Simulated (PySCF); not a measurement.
Si(Cl)2(Me)(NH2) (CH5Cl2NSi), SMILES Cl[Si](C)(Cl)N. Atoms are numbered in the order given.

```xyz
10

C      1.6519    -1.1858     0.3504
Si     0.0339    -0.3529    -0.0278
N     -1.1775    -1.4969    -0.4343
Cl     0.3878     1.0738    -1.5137
Cl    -0.6803     0.6901     1.6129
H      1.5314    -1.8911     1.1872
H      2.0147    -1.7404    -0.5306
H      2.4145    -0.4393     0.6191
H     -2.1491    -1.1958    -0.4769
H     -0.9826    -2.1852    -1.1591
```
Charge 0, spin multiplicity 1.

Coordinates come from a TPSSh-D3(BJ)/def2-SVP optimisation. This is a generated structure with no PubChem entry under its InChIKey; it may be hypothetical. One conformer was computed; it need not be the lowest.

Two levels are set side by side: PBE/pcSseg-1 (PySCF) and HF/pcSseg-1 (PySCF). GIAO shifts against HCl (³⁵Cl), NH3 (¹⁵N), TMS (²⁹Si), TMS (¹H), TMS (¹³C) at the same level; non-relativistic, no solvent, atoms listed together averaged. Without spin–orbit terms, shifts of atoms bonded to Cl or Br come out too high at both levels. Differences are taken from unrounded values.

```csv
quantity,HF
δ(¹³C) of C1 (ppm),7.0
δ(²⁹Si) of Si2 (ppm),13.9
δ(¹⁵N) of N3 (ppm),36.5
```

Problem. What does PBE give, and how far is it from HF? (The exact figures need the calculation; the answer reports its results.)

Solution. 
| quantity | PBE | PBE minus HF |
|---|---|---|
| δ(¹³C) of C1 (ppm) | 8.9 | 1.9 |
| δ(²⁹Si) of Si2 (ppm) | 23.6 | 9.7 |
| δ(¹⁵N) of N3 (ppm) | 56.6 | 20.1 |

Rough cost on one machine, each run with all the roots and properties that it gave: HF against PBE within a factor of 2.
